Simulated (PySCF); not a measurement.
**Bond length, frequency and bond energy of SiSn by level of theory**

State: ³Σ⁻ (triplet), unpaired electrons π ↑↑. Set-up: basis Si def2-SVPD, Sn def2-SVPD with ECP28; scalar-relativistic core potentials; PySCF 2.14. De refers to Si + Sn in their high-spin ground configurations, without counterpoise correction. The functionals are run spin-unrestricted. A positive dipole means Si(−)Sn(+).

```tsv
Level	Re (Å)	ωe (cm⁻¹)	De (eV)	μ (D)
UHF	2.486	392	1.19	1.06
UHF-MP2	2.530	349	2.29	n/a
UHF-SCS-MP2	2.521	358	2.09	n/a
UHF-CCSD	2.531	353	2.13	n/a
UHF-CCSD(T)	2.547	339	2.29	n/a
PBE	2.561	329	3.01	1.00
TPSS	2.550	334	2.89	1.12
r²SCAN	2.531	346	2.82	0.99
r²SCANh	2.520	353	2.75	0.98
PBE0	2.521	354	2.77	1.03
M06	2.542	345	3.20	1.40
LC-ωPBE	2.455	399	2.38	1.13
```

Q: Which functional lies closest to UHF-CCSD(T) in De, which farthest, and by how much do they differ from it?

A: Closest is LC-ωPBE (-9.2 pm in Re, +17.7 % in ωe, +0.09 eV in De against UHF-CCSD(T) in the same basis), farthest M06 (-0.5 pm in Re, +1.8 % in ωe, +0.91 eV in De). CCSD(T) converges more slowly with the basis than the functionals do and binds too weakly in this one, so the order can change at the basis-set limit.

Q: What does a quarter of exact exchange do here, going from PBE to PBE0?

A: PBE0 less PBE: -4.0 pm in Re, +7.6 % in ωe, -0.24 eV in De. Exact exchange removes part of the self-interaction that spreads semilocal densities, and in most molecules shortens and stiffens the bond and lowers De; so it does here.

Q: What does the step from GGA to meta-GGA do here, going from PBE to r²SCAN?

A: r²SCAN less PBE: -3.0 pm in Re, +5.2 % in ωe, -0.19 eV in De. 

Correlated steps freeze 9 core orbitals. Correlated levels converge slowly with the basis: in double zeta they bind strong bonds too weakly, by up to about 1 eV, and carry superposition errors of some tenths. These are scalar-relativistic numbers at best; spin–orbit coupling would shift them, the dissociation energy most. The state is the lowest determinant that a PBE0 search found; another state may lie lower at other levels.
